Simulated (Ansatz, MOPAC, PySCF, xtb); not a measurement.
Noncovalent pair: H2O (SMILES O) (first 3 atoms) with CHN (SMILES C#N); geometry from B3LYP-D3(BJ)/def2-TZVP, rigid monomers moved along the line of their centres of mass till O1···H6 is 2.31 Å.
(charge 0, multiplicity 1):
```xyz
6

O     -0.08341    -0.07771    -0.10327
H      0.70905    -0.23245    -0.62767
H     -0.82821    -0.23088    -0.69383
C     -0.23070    -0.27851     3.27483
N     -0.27964    -0.36528     4.41757
H     -0.18465    -0.20028     2.20148
```

Counterpoise-corrected where a basis set is named; no monomer relaxation. Rows marked so take none.

Correlated levels freeze the cores. CBS(a, b) extrapolates the correlation energy as X⁻³ and adds the Hartree–Fock energy of set b. Rows in 3-21G carry no dispersion term and start afresh at each structure. The state that PM6 reach isn't checked.

Programs: Ansatz (an electronic-structure program); MOPAC for PM6 (differences of heats of formation); PySCF for 3-21G rows, the dispersion terms; xtb for the GFN methods. Values without a source in brackets are computed.

```tsv
level	interaction energy (kJ/mol)
GFN-FF	-15.8
PM6	-13.1
HF/aug-cc-pVDZ	-19.0
HF/aug-cc-pVTZ	-19.0
B3LYP/3-21G (no counterpoise)	[?]
B3LYP-D4/def2-TZVPPD	-20.1
MP2/aug-cc-pVDZ	-18.6
MP2/aug-cc-pVTZ	-19.3
CCSD(T)/CBS(aug-cc-pVDZ, aug-cc-pVTZ)	-19.8
```

**Question.** Fill in the missing entries.

**Answer.** 
- B3LYP/3-21G (no counterpoise), interaction energy (kJ/mol): -47.1
